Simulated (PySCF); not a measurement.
Problem. What does the PBE0-D3(BJ)/def2-SVP structure of `C(=N\[H])/OCC(=C)C` look like in three dimensions?

Solution. 
```
atom  x, y, z in Å
C1    -2.0961    0.6602    1.7096
C2    -1.5338    0.1658    0.6022
C3    -2.2864   -0.0704   -0.6703
C4    -0.0859   -0.2193    0.5902
O5     0.5513    0.4467   -0.4962
C6     1.8452    0.1923   -0.6717
N7     2.5052   -0.5915    0.0686
H8    -1.5113    0.8315    2.6177
H9    -3.1616    0.9038    1.7471
H10   -2.2556   -1.1371   -0.9504
H11   -1.8192    0.4863   -1.4978
H12   -3.3374    0.2375   -0.5857
H13    0.0354   -1.3092    0.4521
H14    0.4196    0.0390    1.5334
H15    2.2204    0.7657   -1.5366
H16    3.4758   -0.6355   -0.2393
```

Any rigid rotation of these coordinates is as good. Atoms count from 1 in this order. Of the pairs four or more bonds apart, N7···H13 is among the closest relative to their van der Waals radii: 2.60 Å, 95 % of the sum of Bondi's values. The C–C distances run from 1.337 Å (C1=C2, drawn double) to 1.498 Å (C2–C4, drawn single), a spread of 0.161 Å. The 2 C–O bonds span 1.330 Å (O5–C6, drawn single) to 1.425 Å (C4–O5, drawn single), a spread of 0.095 Å.

Bonds between heavy atoms (Å): C1=C2 1.337, C2–C3 1.497, C2–C4 1.498, C4–O5 1.425, O5–C6 1.330, C6=N7 1.264.

Method used: PBE0-D3(BJ)/def2-SVP geometry optimisation, gas phase (PySCF 2.14.0).

Point group: C1 (no symmetry element, even within 0.4 Å). No PBE0-D3(BJ)/def2-SVP frequencies stand behind this structure, so it isn't proved a minimum. The numbers are those of one conformer (C1–C2–C4–O5 -126°, C2–C4–O5–C6 -179°, C4–O5–C6–N7 0°).
